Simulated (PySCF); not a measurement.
## Ionisation energy of Fe by level of theory

Fe [Ar] 3d6 4s2 (5D) → Fe⁺ [Ar] 3d6 4s1 (6D), as a difference of total energies. All numbers are calculated (PySCF 2.14, no relativity, point nucleus, in cc-pVTZ). Correlated levels: valence: [Ar] frozen. The calculations carry no spin-orbit coupling.

| method | ionisation energy (eV) |
| --- | --- |
| UHF | 6.363 |
| BP86 | 7.896 |
| LDA | 8.033 |
| MP2 (valence) | 7.355 |
| SCS-MP2 (valence) | 7.529 |

Question: How much does correlation contribute at MP2 (valence)?

Answer: 7.355 − (6.363) = 0.992 eV, measured against UHF.

These non-relativistic numbers lack the scalar-relativistic shift.

Errors of the correlated levels include the incompleteness of this basis and the frozen core.

MP2 underrates the near-degeneracy of ns² with np² in the lower species.

For comparison: 7.904 eV (measured; NIST levels, between the centres of gravity of the two terms).
